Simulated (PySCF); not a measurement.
# Substituent chemical shifts

Parent skeleton `[AlH3:1]`; one hydrogen on atom 1 is replaced by X. Hydrogens on one atom are averaged.

PySCF 2.14.0 with density-fitted response routines calculation with NMR shieldings at PBE0/pcSseg-1/GIAO and coordinates at the PBE0-D3(BJ)/def2-SVP level; one computed conformer, fast rotation and ring inversion assumed for equivalent nuclei, non-relativistic Hamiltonian, in vacuum.

Chemical shifts δ = σref − σ; $^{27}$Al (σ = 489.28 ppm) against AlH4-; TMS for $^{1}$H (σ = 31.27 ppm), all at this level.

Parent (X = H): Al1 211.6, H(Al1) 5.46 ppm. Effects are Δδ = δ(X) − δ(H), positive for deshielding.

**Question.** Give Δδ (ppm) for X = cPr, NHCH3, NHSiH3, nPr, Cl, C2H5, CH3.

**Answer.** 
| X | SMILES | Al1 | H(Al1) |
| --- | --- | --- | --- |
| cPr | [AlH2][CH]1CC1 | -0.7 | -0.34 |
| NHCH3 | C[NH][AlH2] | -81.4 | -1.07 |
| NHSiH3 | [AlH2][NH][SiH3] | -73.1 | -0.85 |
| nPr | CC[CH2][AlH2] | +19.2 | +0.06 |
| Cl | [AlH2][Cl] | -54.4 | -0.43 |
| C2H5 | C[CH2][AlH2] | +15.3 | -0.02 |
| CH3 | [CH3][AlH2] | +12.7 | -0.04 |

**Question.** Which position responds most, and to which substituents?

**Answer.** Al1: from -81.4 ppm with NHCH3 to +19.2 ppm with nPr.
